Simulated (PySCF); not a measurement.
Isomers of C3H8FSi3 (doublet state), one GFN2-xTB conformer each. Single-point energies are computed at B3LYP/pcH-1 (PySCF, gas phase, no added dispersion term), electronic only. GFN2-xTB treats the open shell by occupation alone, and not every SCF solution was tested for stability.

**Question.** Rank them by B3LYP/pcH-1 energy, lowest first (kJ/mol).
A. `FCC#C[Si]([SiH3])[SiH3]` [radical]
B. `F[CH]C#C[SiH]([SiH3])[SiH3]` [radical]
C. `[F:1][CH2:2][C:3]#[C:4][Si@H:5]([SiH2:6])[SiH3:7]` (doublet state) with C4–Si5–Si6–H 176° and -53°

**Answer.** A (0.0), B (10.2), C (24.6).

Neighbours under 21 kJ/mol apart (FCC#C[Si]([SiH3])[SiH3] and F[CH]C#C[SiH]([SiH3])[SiH3]; F[CH]C#C[SiH]([SiH3])[SiH3] and FCC#C[Si@H]([SiH2])[SiH3]) can change places with a better method, another conformer or zero-point energy. GFN2-xTB itself gives, in the same order: 0.0, 45.3, 35.5. Both levels put the same isomer lowest; measured from each level's own lowest isomer, the values differ by up to 35.1 kJ/mol (F[CH]C#C[SiH]([SiH3])[SiH3]: 45.3 against 10.2).
